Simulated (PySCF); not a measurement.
Si(F)(OH)2(NH2) (FH4NO2Si), SMILES O[Si](O)(N)F. Atoms are numbered in the order given.

```xyz
9

N     -1.6265    -0.4236     0.2548
Si     0.0053    -0.0121    -0.0114
O      0.2193     1.2196    -1.0913
O      0.9082    -1.2644    -0.5828
F      0.5497     0.4551     1.4457
H     -1.9193    -0.6901     1.1892
H     -2.1624    -0.9092    -0.4567
H     -0.2952     2.0193    -0.9311
H      1.7210    -1.0244    -1.0440
```

Coordinates come from a B3LYP-D3(BJ)/def2-SVP optimisation. This is a generated structure with no PubChem entry under its InChIKey; it may be hypothetical. One conformer was computed; it need not be the lowest.

Two levels are set side by side: PBE/pcSseg-1 (PySCF) and B3LYP/pcSseg-1 (PySCF). GIAO shifts against CFCl3 (¹⁹F), H2O (¹⁷O), NH3 (¹⁵N), TMS (²⁹Si), TMS (¹H) at the same level; non-relativistic, no solvent, atoms listed together averaged. Differences are taken from unrounded values.

| quantity | B3LYP | PBE | PBE minus B3LYP |
|---|---|---|---|
| δ(¹⁵N) of N1 (ppm) | 19.7 | 22.4 | 2.7 |
| δ(²⁹Si) of Si2 (ppm) | -62.4 | -55.6 | 6.8 |
| δ(¹⁹F) of F5 (ppm) | -161.5 | -175.9 | -14.3 |

Rough cost on one machine, each run with all the roots and properties that it gave: B3LYP against PBE within a factor of 2.
